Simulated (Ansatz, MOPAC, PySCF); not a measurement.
Lewis adduct: AlH3 (SMILES [AlH3]) (first 4 atoms) with C2H3N (SMILES CC#N); geometry from B3LYP-D3(BJ)/def2-TZVP.
(charge 0, multiplicity 1):
```xyz
10

Al    -0.0353     0.1532    -0.4098
H     -1.4953    -0.2202    -0.9285
H      1.1463    -0.8622    -0.7449
H      0.3328     1.7000    -0.3011
C     -0.5807    -0.7972     4.0847
C     -0.4101    -0.5000     2.6786
N     -0.2748    -0.2651     1.5675
H     -0.1345    -1.7657     4.3128
H     -0.0947    -0.0276     4.6850
H     -1.6431    -0.8252     4.3287
```

Interaction energies are E(AB) − E(A) − E(B) at the monomers' geometry in the complex; basis-set methods are counterpoise corrected. Rows marked so take none.

Rows in 6-311+G** carry no dispersion term and start afresh at each structure. The state reached by PM6 isn't checked.

Programs: Ansatz (a program for electronic structure) with Gaussian orbitals; MOPAC for PM6 (differences of heats of formation); PySCF for 6-311+G** rows, the dispersion terms. 

Question: One of these levels gives -69.5 kJ/mol for the interaction energy. Which?
(A) PM6
(B) HF/aug-cc-pV(D+d)Z
(C) B3LYP/6-311+G** (no counterpoise)
(D) PBE-D3(BJ)/def2-TZVPPD

Answer: A, PM6. The others give -86.0 (HF/aug-cc-pV(D+d)Z), -112.2 (PBE-D3(BJ)/def2-TZVPPD), -95.8 (B3LYP/6-311+G** (no counterpoise))
